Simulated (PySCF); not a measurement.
Isomers of C5H5F2NO2, mass 149.029 u with the commonest isotopes. Method used: PBE0-D3(BJ)/def2-SVP geometry optimisation, gas phase (PySCF). One conformer each, none proved a minimum here; rigid rotors.

**Question.** Order these by dipole moment, largest first.
A. `[N:1]#[C:2][C@:3]1([O:4][CH:5]([F:6])[F:7])[CH2:8][CH2:9][O:10]1` with C2–C3–O4–C5 68°, C3–O4–C5–F6 157°
B. `[CH3:1][C:2](=[O:3])[CH2:4][O:5][C:6]([F:7])([F:8])[C:9]#[N:10]` with C1–C2–C4–O5 -178°, C2–C4–O5–C6 94°, C4–O5–C6–F7 -51°
C. `[CH3:1][O:2]/[CH:3]=[C:4](\[C:5]#[N:6])[O:7][CH:8]([F:9])[F:10]` with C1–O2–C3–C4 177°, C3–C4–O7–C8 107°, C4–O7–C8–F9 170°

**Answer.** B (5.81 D), C (5.04 D), A (4.60 D).

**Question.** Order these by rotational constant B, largest first.
A. `[N:1]#[C:2][C@:3]1([O:4][CH:5]([F:6])[F:7])[CH2:8][CH2:9][O:10]1` with C2–C3–O4–C5 68°, C3–O4–C5–F6 157°
B. `[CH3:1][O:2]/[CH:3]=[C:4](\[C:5]#[N:6])[O:7][CH:8]([F:9])[F:10]` with C1–O2–C3–C4 177°, C3–C4–O7–C8 107°, C4–O7–C8–F9 170°
C. `[CH3:1][C:2](=[O:3])[CH2:4][O:5][C:6]([F:7])([F:8])[C:9]#[N:10]` with C1–C2–C4–O5 -178°, C2–C4–O5–C6 94°, C4–O5–C6–F7 -51°

**Answer.** A (1120 MHz), C (796.9 MHz), B (779.2 MHz).

**Question.** Order these by radius of gyration √(Σ m r²/M), smallest first.
A. `[CH3:1][O:2]/[CH:3]=[C:4](\[C:5]#[N:6])[O:7][CH:8]([F:9])[F:10]` with C1–O2–C3–C4 177°, C3–C4–O7–C8 107°, C4–O7–C8–F9 170°
B. `[CH3:1][C:2](=[O:3])[CH2:4][O:5][C:6]([F:7])([F:8])[C:9]#[N:10]` with C1–C2–C4–O5 -178°, C2–C4–O5–C6 94°, C4–O5–C6–F7 -51°
C. `[N:1]#[C:2][C@:3]1([O:4][CH:5]([F:6])[F:7])[CH2:8][CH2:9][O:10]1` with C2–C3–O4–C5 68°, C3–O4–C5–F6 157°

**Answer.** C (2.106 Å), B (2.245 Å), A (2.412 Å).

```
              SMILES  point group  Ia (u·Å²)  Ib (u·Å²)  Ic (u·Å²)      κ  μa (D)  μb (D)  μc (D)
  CO/C=C(\C#N)OC(F)F           C1     255.28     648.63     830.71  -0.75    2.89    4.12    0.02
  CC(=O)COC(F)(F)C#N           C1     176.77     634.19     690.78  -0.94    4.43    3.71    0.59
N#C[C@]1(OC(F)F)CCO1           C1     254.70     451.05     615.98  -0.48    2.85    3.60    0.34
```
